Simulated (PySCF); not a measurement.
H₃BCl₂O, singlet, B3LYP/def2-SVP optimised geometry.

```
7

B     -0.53    -0.44     0.00
H     -1.03    -1.23    -0.74
Cl    -1.31     1.23     0.00
Cl     1.31    -0.44     0.00
O     -0.87    -0.98     1.54
H     -1.33    -0.23     1.98
H     -0.01    -1.08     1.98
```

Density from B3LYP/def2-TZVP run with PySCF at that geometry.

Minimum of the electron density along straight lines between bonded atoms, close to the bond critical point (lines longer than 1.1 times the sum of covalent radii, or with two minima, are not listed):

```tsv
bond	length / Å	ρ at the minimum / e bohr⁻³	∇²ρ there / e bohr⁻⁵	position (fraction from the first atom)
B1–H2	1.198	0.195	-0.50	0.44
B1–Cl3	1.838	0.130	-0.09	0.30
B1–Cl4	1.838	0.130	-0.09	0.30
O5–H6	0.977	0.342	-2.37	0.81
O5–H7	0.977	0.343	-2.37	0.81
```
